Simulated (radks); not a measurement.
Sc XVIII, 4 electrons, occupied as [He] 2s2.

Method: scalar-relativistic Kohn-Sham, BLYP, spin-polarised, spherical densities, finite nucleus; Fermi nuclear charge, rms radius 3.5459 fm; computed with a radial shooting solver on a logarithmic mesh with Libxc functionals.

Energy parts (eV):
| part | energy |
|---|---|
| total | -14213.641 |
| kinetic | 14367.965 |
| electron-nucleus | -29438.532 |
| Hartree | 1316.205 |
| exchange-correlation | -459.279 |

Orbitals (lengths in bohr, moments of r in powers of bohr; r(max) is where P^2 peaks):
orbital  occ.  eigenvalue (eV)      <r>     <r^2>  <1/r>   r(max)
1s          2        -5331.627  0.07250  0.007051  20.87  0.04769
2s          2        -1179.705   0.3056    0.1092  4.884   0.2631

The highest occupied level is 2s at -1179.7 eV. The density falls to 0.001 e/bohr^3 at r = 0.90 bohr.
